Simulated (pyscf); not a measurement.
# [Cl–Hf(Cl)–Cl]•, doublet

Gas-phase minimum from PySCF at ωB97X-D3(BJ)/def2-SVP, one conformer. 

```xyz
4

Cl     2.3349    -0.8590    -0.9354
Hf     0.1514    -0.0391    -0.8324
Cl    -0.2342     2.2628    -0.8784
Cl    -1.6476    -1.5195    -0.6835
```
Charge 0, spin multiplicity 2.

Bonds (Å): Cl1–Hf2 2.335, Hf2–Cl3 2.334, Hf2–Cl4 2.335. Bond angles (°): Cl1–Hf2–Cl3 120.0, Cl1–Hf2–Cl4 120.1, Cl3–Hf2–Cl4 120.0.

Properties at ωB97X-D3(BJ)/def2-SVP:

```json
{
 "harmonic_wavenumbers_unscaled": "65, 88, 88, 376, 402, 402 cm⁻¹",
 "zero_point_energy": "2.0 kcal/mol",
 "rotational_symmetry_number": "6",
 "Entropy of this conformer at 298 K and 1 atm, rigid rotor and harmonic oscillator, modes under 100 cm⁻¹ raised to 100": "348.0 J/(mol K)",
 "dipole_moment": "0.00 D",
 "Spin expectation value S2": "0.751"
}
```

Single-point totals, which compare only within one level:

| level | total energy (hartree) |
|---|---|
| ωB97X-D3(BJ)/def2-TZVP | -1428.92660 |
| PBE/def2-TZVP | -1428.32887 |
| r²SCAN/def2-TZVP | -1428.81110 |
| B3LYP-D3(BJ)/def2-TZVP | -1428.94292 |
| PBE0-D3(BJ)/def2-TZVP | -1428.41184 |
| M06-2X/def2-TZVP | -1428.74286 |
| ωB97M-D3(BJ)/def2-TZVP | -1428.98632 |

Open-shell species with a d-block atom are single-reference here; other states, and whether the spin sits on metal or ligand, were not checked. Elements past Kr carry the def2 core potentials, without spin-orbit coupling.
